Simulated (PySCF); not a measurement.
Name the molecule from its bond curve

A diatomic of charge +1 contains Be. Its quartet curve at PBE0 in a double-zeta basis (no relativity, PySCF), in eV from the separated fragments:

| R (Å) | E (eV) |
| --- | --- |
| 1.361 | -1.880 |
| 1.424 | -2.337 |
| 1.487 | -2.596 |
| 1.534 | -2.691 |
| 1.582 | -2.718 |
| 1.629 | -2.692 |
| 1.693 | -2.594 |
| 1.772 | -2.400 |
| 1.867 | -2.106 |
| 1.993 | -1.679 |

The fit gives ωe = 1120 cm⁻¹ and the rotational constant Bₑ = 1.311 cm⁻¹.

**Question.** Which atom is the partner?

**Answer.** The minimum lies at 1.581 Å, so the reduced mass is 16.8576 u Å² cm⁻¹/(Bₑ·Re²) = 5.144 u. With Be at 9.01 u the partner weighs about 12.0 u: C. The molecule is BeC⁺.

The state was picked by a PBE0 search and need not be the measured ground state.
